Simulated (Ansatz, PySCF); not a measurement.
H$_{2}$S, charge +1, doublet, at a GFN2-xTB geometry (a state made from the parent by changing its charge; the spin is typed, not shown lowest). Base run: B3LYP/def2-TZVP run with PySCF.

Input for PySCF:
```python
from pyscf import gto, scf, dft

mol = gto.M(
    atom='''
S    -0.00757534    0.10361495   -0.00257768
H    -0.92914297   -0.90072190    0.04307107
H     1.05034843   -0.75711727   -0.00182812
''',
    basis='def2-tzvp',
    charge=1,
    spin=1,
    verbose=4,
)

mf = dft.UKS(mol)
mf.xc = 'b3lyp'
mf.kernel()
```

The same geometry, method and basis name were run in Ansatz (an electronic-structure program) and PySCF, at each program's defaults and at the settings that a row names. The base is PySCF at its defaults. Differences at the defaults can come from grids, fitting, cores and function types together.

```json
[
 {"code and settings": "PySCF, defaults (exact integrals, its default grid, spherical functions)", "ΔE vs base (mEh)": "0.000", "basis functions": "49", "E (Eh)": "-399.04330", "SCF cycles": "9"},
 {"code and settings": "Ansatz, defaults (factorised integrals, its default grid, spherical functions)", "ΔE vs base (mEh)": "0.003", "basis functions": "49", "E (Eh)": "-399.04329", "SCF cycles": "-"},
 {"code and settings": "PySCF, density fitting with def2-universal-jkfit", "ΔE vs base (mEh)": "-0.029", "basis functions": "49", "E (Eh)": "-399.04333", "SCF cycles": "9"},
 {"code and settings": "PySCF, fine grid", "ΔE vs base (mEh)": "0.000", "basis functions": "49", "E (Eh)": "-399.04330", "SCF cycles": "9"},
 {"code and settings": "Ansatz, high accuracy", "ΔE vs base (mEh)": "0.000", "basis functions": "49", "E (Eh)": "-399.04330", "SCF cycles": "-"}
]
```

Open shells are given as the SCF converged; they aren't shown to be the lowest states, and a large step between rows can be another state.
